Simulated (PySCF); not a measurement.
CrOBr4, SMILES [Br][Cr]([Br])([Br])([Br])=[O], multiplicity 1.

The structure is a stationary point at r2SCAN-D4/def2-SVP. The spin state was assumed, not searched.

Calculation: HF/def2-TZVP run with PySCF.

The molecule is in vacuum.

Computed frontier levels, gap, dipole moment:
```json
{
  "highest_occupied_level": "-10.69 eV",
  "lowest_empty_level": "-3.42 eV",
  "orbital_gap": "7.27 eV",
  "dipole_moment": "0.19 D",
  "quadrupole, principal values (traceless, Buckingham form, about the centre of nuclear charge)": "-2.49, 1.25, 1.25 D·Å"
}
```
